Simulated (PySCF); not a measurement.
C₃H₇BFN.
Atom-mapped SMILES: `[BH3-:1][N+:2]#[C:3][CH2:4][CH2:5][F:6]` (hydrogens: H7, H8, H9 on B1; H10, H11 on C4; H12, H13 on C5)

The calculation used core-valence-separated Tamm–Dancoff BHandHLYP/aug-pcX-1 (pcseg-1 on H) in PySCF, non-relativistic, gas phase, PBE0-D3(BJ)/def2-SVP geometry. The energies are unshifted.

(1) Give energies, oscillator strengths and core holes at the F K edge.

(2) Give energies, oscillator strengths and core holes at the C K edge.

(3) What does the B 1s absorption edge look like?

Results:

(1) 
```tsv
E (eV)	f	core hole on	main final orbital
685.41	0.0316	F6	spread
686.68	0.0026	F6	LUMO (72 %)
687.56	0.0029	F6	LUMO+1 (66 %)
687.63	0.0031	F6	LUMO+2 (70 %)
687.98	0.0001	F6	LUMO+4/LUMO+5 (2 roots, f summed)
688.56	0.0086	F6	spread
```

The first line with a tenth or more of the strongest one's intensity is at 685.41 eV (f = 0.032), with the hole on F6 (alkyl fluorine). It is also the strongest listed.

(2) 
```csv
E (eV),f,core hole on,main final orbital,polarisation
284.33,0.0652,C3,LUMO+1 (36 %),across the triple bond
284.40,0.0674,C3,LUMO+2 (84 %),across the triple bond
286.62,0.0074,C4,LUMO (64 %),–
286.86,0.0088,C4,LUMO+2 (85 %),–
287.31,0.0053,C4,LUMO+1 (67 %),–
287.36,0.0552,C5,LUMO+3 (39 %),–
288.00,0.0269,C4,LUMO+4 (55 %),–
288.11,0.0015,C3,LUMO (52 %),along the triple bond
288.12,0.0386,C4,LUMO+3 (33 %),–
288.30,0.0011,C5,LUMO (71 %),–
288.51,0.0432,C5,LUMO+1 (30 %),–
288.69,0.0165,C4,LUMO+5 (55 %),–
288.74,0.0388,C5,LUMO+4 (43 %),–
289.10,0.0091,C4,spread,–
289.40,0.0010,C5,LUMO+2 (81 %),–
```

The first line with a tenth or more of the strongest one's intensity is at 284.33 eV (f = 0.065), with the hole on C3 (triply bonded carbon), polarised across the triple bond: a 1s→π* resonance. The strongest listed is at 284.40 eV (f = 0.067; C3).

(3) 
| E (eV) | f | core hole on | main final orbital |
| --- | --- | --- | --- |
| 187.77 | 0.0001 | B1 | LUMO+1 (43 %) |
| 187.97 | 0.0002 | B1 | LUMO+2 (95 %) |
| 188.86 | 0.0039 | B1 | LUMO (42 %) |
| 189.74 | 0.0032 | B1 | spread |
| 189.83 | 0.0063 | B1 | LUMO+4 (81 %) |
| 189.88 | 0.0009 | B1 | LUMO+3 (33 %) |
| 190.23 | 0.0050 | B1 | spread |

The first line with a tenth or more of the strongest one's intensity is at 188.86 eV (f = 0.004), with the hole on B1 (four-coordinate boron). The strongest listed is at 189.83 eV (f = 0.006; B1).

Roots within 0.03 eV whose holes lie on the same, on equivalent or on shared atoms are summed into one line, and the highest roots are left out, as the search may have cut off their partners. Final orbitals are the ground state's empty Kohn–Sham orbitals. A dash: too weak, shared between unlike atoms, or no plane or axis to refer to.

**Question.** What are the wavelength and the wavenumber of the 688.56 eV line?

**Answer.** λ = 12398.42 eV Å/688.56 eV = 18.006 Å; 5.5536 × 10⁶ cm⁻¹.

Only the lowest roots of each edge were sought.

The values belong to the conformer `[BH3-:1][N+:2]#[C:3][CH2:4][CH2:5][F:6]`: C3–C4–C5–F6 180°.
